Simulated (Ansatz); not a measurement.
Which isomer of CH3AuSSi gives these data?

These gas-phase data were calculated for one isomer of CH3AuSSi at PBE0-D3(BJ)/def2-SVP (harmonic, unscaled wavenumbers; equilibrium rotational constants with average atomic masses):

```
rotational constants            : 4.26, 1.031, 0.8348 GHz
all wavenumbers above 1500 cm⁻¹ : 3189, 3162, 3055
```

Candidates:

(1) `[Au][Si@H]1CS1`, a singlet
(2) `C[Si](=S)[Au]`, a singlet

Which structure fits?

Candidate (2). No mode falls between 2000 and 2380 cm⁻¹, where the Si–H stretch of (1) would stand.

The same quantities for all candidates:

```
     rotational constants (GHz)  wavenumbers above 1500 cm⁻¹  E above the lowest, PBE0-D3(BJ)/def2-SVP (kcal/mol)
(1)       7.974, 0.8768, 0.8495             3225, 3127, 2247                                                 20.2
(2)         4.26, 1.031, 0.8348             3189, 3162, 3055                                                  0.0
```

Harmonic stretches to hydrogen usually lie a few per cent above observed fundamentals. Atoms past krypton carry core potentials. Programs: Ansatz 0.2.0.
